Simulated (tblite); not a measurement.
C5H8F2GeO.
Numbering: `[CH2:1]=[C:2]([CH3:3])[C@@H:4]1[CH2:5][O:6][Ge:7]1([F:8])[F:9]` (hydrogens: H10, H11 on C1; H12, H13, H14 on C3; H15 on C4; H16, H17 on C5)

Computed with GFN2-xTB (tblite), gas phase: L-BFGS steps from a force-field or distance-geometry start until the largest atomic force falls under 0.01 eV/Å.

Step 0: E = -822.6792 eV
```
atom  x, y, z in Å  |  force x, y, z in eV/Å
C1      1.8223   -0.9172    0.8922   -1.171   0.419  -0.372
C2      0.9215   -0.1645    0.2184    1.491  -1.022   1.108
C3      1.3434    0.9762   -0.6245    0.900   0.688   0.120
C4     -0.4984   -0.5162    0.3603    0.739  -3.685   3.477
C5     -1.2167   -0.8933   -0.8975    0.435   0.415   0.653
O6     -1.3137    0.4790   -1.2219   -2.469   1.332  -4.403
Ge7    -1.7775    0.9104    0.4188    0.747   0.832   1.010
F8     -1.2138    2.4372    1.0597   -0.331   0.852  -0.016
F9     -3.3738    0.4144    0.9297   -0.713   0.169  -0.071
H10     2.8809   -0.7227    0.8493   -0.126  -0.102   0.017
H11     1.4526   -1.7441    1.5020    0.462   0.321  -0.206
H12     0.7116    1.8612   -0.4250    0.243  -0.468  -0.423
H13     1.3462    0.6904   -1.6885   -0.176   0.368   0.416
H14     2.3810    1.2556   -0.3248   -0.626  -0.193  -0.415
H15    -0.6422   -1.2527    1.1862    0.510  -0.127  -0.322
H16    -0.6212   -1.4800   -1.6156   -0.502   0.461   0.141
H17    -2.2094   -1.3219   -0.6289    0.589  -0.260  -0.715
```

Step 1: E = -823.2676 eV
```
atom  x, y, z in Å  |  force x, y, z in eV/Å
C1      1.8056   -0.9112    0.8868    1.290  -0.810   0.821
C2      0.9428   -0.1791    0.2343   -0.725   0.591  -0.255
C3      1.3563    0.9861   -0.6227    0.073  -0.222   0.263
C4     -0.4878   -0.5688    0.4100    0.436  -0.322  -0.152
C5     -1.2105   -0.8873   -0.8882    0.295   0.862   0.283
O6     -1.3489    0.4980   -1.2848   -1.691  -0.289  -1.658
Ge7    -1.7668    0.9223    0.4332    0.844   0.218   0.239
F8     -1.2185    2.4494    1.0595   -0.267   0.931   0.098
F9     -3.3840    0.4168    0.9287   -0.485   0.221  -0.064
H10     2.8791   -0.7242    0.8496   -0.415  -0.168   0.023
H11     1.4592   -1.7395    1.4991    0.357   0.169  -0.097
H12     0.7151    1.8545   -0.4310    0.127  -0.276  -0.299
H13     1.3437    0.6957   -1.6826   -0.140   0.303   0.357
H14     2.3721    1.2528   -0.3308    0.000   0.013  -0.224
H15    -0.6349   -1.2545    1.1816    0.142  -1.465   1.131
H16    -0.6284   -1.4734   -1.6135   -0.369   0.414   0.143
H17    -2.2009   -1.3256   -0.6391    0.527  -0.171  -0.610
```

Problem. Estimate the geometry and energy of step 2. (The exact step hangs on the optimiser's Hessian estimate; all steps are aligned on step 1, rigid shifts and turns removed.)

Solution. E = -823.5190 eV, largest force 1.493 eV/Å
```
atom  x, y, z in Å  |  force x, y, z in eV/Å
C1      1.8224   -0.9233    0.8994   -0.323   0.529  -0.356
C2      0.9375   -0.1738    0.2353    0.575  -0.585   0.763
C3      1.3621    0.9856   -0.6175   -0.302  -0.358   0.162
C4     -0.4765   -0.5928    0.4247    0.143   0.450  -0.762
C5     -1.2031   -0.8701   -0.8799   -0.082   0.553  -0.316
O6     -1.3910    0.4996   -1.3359   -1.087  -0.822  -0.160
Ge7    -1.7482    0.9303    0.4424    0.437   0.123  -0.088
F8     -1.2249    2.4700    1.0612   -0.208   0.950   0.149
F9     -3.3961    0.4215    0.9272   -0.240   0.257  -0.077
H10     2.8712   -0.7277    0.8501    0.280  -0.083   0.027
H11     1.4677   -1.7349    1.4964    0.219  -0.276   0.237
H12     0.7186    1.8474   -0.4384    0.015  -0.078  -0.202
H13     1.3404    0.7028   -1.6742   -0.113   0.198   0.186
H14     2.3690    1.2521   -0.3368    0.309   0.072  -0.081
H15    -0.6299   -1.2809    1.1999    0.115  -1.225   0.846
H16    -0.6374   -1.4638   -1.6103   -0.216   0.397   0.116
H17    -2.1887   -1.3299   -0.6534    0.480  -0.103  -0.443
```

The energy changes by -0.2514 eV. The first-order estimate −F·Δx gives -0.3866 eV and the mean of the old and new forces, exact on a quadratic surface, -0.2533 eV. The step makes an angle of 23° with the force vector and moves no atom by more than 0.066 Å.

The cost below is that of the whole relaxation. Time: 0.87 s of wall time. Hardware: an Arm Neoverse V2 with one thread, no GPU, on a shared host.
